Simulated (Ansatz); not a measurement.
`O[Si@@H](Cl)[Si@@H](O)Cl` + `F[SiH](Cl)[GeH3]` → `O[Si@H](Cl)[Si@H](F)Cl` + `O[SiH](Cl)[GeH3]`  (redistribution)

Isolated molecules relaxed with PBE0-D4/def2-TZVP in Ansatz; ΔE leaves out vibrations. CCSD(T)/CBS is the MP2 limit (def2-TZVPP, def2-QZVPP) plus CCSD(T) − MP2 in def2-TZVPP, frozen cores. DFT in def2-TZVPP. B3LYP here is the variant with VWN-RPA as its local correlation; programs differ in this. For Ge outer-core shells are correlated without core-valence functions, which leaves a few kJ/mol of doubt a bond. Scalar relativity is left out up to krypton. One conformer a species, not always the lowest.

| level | ΔE (kJ/mol) | difference from CCSD(T)/CBS |
| --- | --- | --- |
| PBE-D4 | 2.7 | -0.9 |
| r2SCAN-D4 | 2.7 | -0.9 |
| PBE0-D4 | 3.4 | -0.2 |
| B3LYP-D4 | 3.5 | -0.1 |
| ωB97X-V | 4.2 | 0.6 |
| ωB97M-V | 4.2 | 0.6 |
| B2PLYP | 3.5 | -0.1 |
| PBE | 2.4 | -1.2 |
| r2SCAN | 2.6 | -1.0 |
| PBE0 | 3.1 | -0.5 |
| B3LYP | 3.0 | -0.6 |
| HF/def2-TZVPP | 4.0 | 0.4 |
| MP2/def2-TZVPP | 3.8 | 0.2 |
| SCS-MP2/def2-TZVPP | 3.7 | 0.1 |
| CCSD/def2-TZVPP | 4.1 | 0.5 |
| CCSD(T)/def2-TZVPP | 3.9 | 0.3 |
| HF/def2-QZVPP | 3.8 | 0.2 |
| MP2/def2-QZVPP | 3.5 | -0.1 |
| SCS-MP2/def2-QZVPP | 3.4 | -0.2 |
| HF/CBS(def2) | 3.7 | 0.1 |
| MP2/CBS(def2) | 3.5 | -0.1 |
| CCSD/CBS(def2) | 3.7 | 0.1 |
| CCSD(T)/CBS | 3.6 | 0 |

Largest T1 diagnostic among the species: 0.012.
